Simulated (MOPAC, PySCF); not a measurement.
AlBrCl2, SMILES `[Cl][Al]([Cl])[Br]`, neutral singlet in the gas phase. 

Cartesian coordinates (Å):
SMILES: [Br][Al]([Cl])[Cl]
```xyz
4

Cl    -1.1030    -1.7804    -0.0020
Al    -0.0348     0.0008    -0.0002
Cl    -1.0533     1.8108    -0.0022
Br     2.1961    -0.0300     0.0045
```
Charge 0, multiplicity 1.

All levels are single points at this geometry (TPSSh-D3(BJ)/def2-TZVP); Pople sets use spherical d functions. Orbital energies aren't observables, and empty levels follow the basis.

B3LYP/LANL2DZ in PySCF gives HOMO (eV) = -8.98.

Question: Estimate the HOMO (eV) from each of these levels: PBE-D3(BJ)/def2-TZVP in PySCF; TPSSh-D3(BJ)/def2-TZVP in PySCF; B3LYP/3-21G in PySCF; BP86/6-31G* in PySCF; SVWN5/6-31G* in PySCF; HF/3-21G in PySCF; PM3 in MOPAC; PM6 in MOPAC.

Answer: 
```
level                            HOMO (eV)
-------------------------------  ---------
PBE-D3(BJ)/def2-TZVP in PySCF        -7.64
TPSSh-D3(BJ)/def2-TZVP in PySCF      -8.28
B3LYP/3-21G in PySCF                 -8.73
BP86/6-31G* in PySCF                 -7.74
SVWN5/6-31G* in PySCF                -7.77
HF/3-21G in PySCF                   -12.13
PM3 in MOPAC                        -11.49
PM6 in MOPAC                        -11.26
```
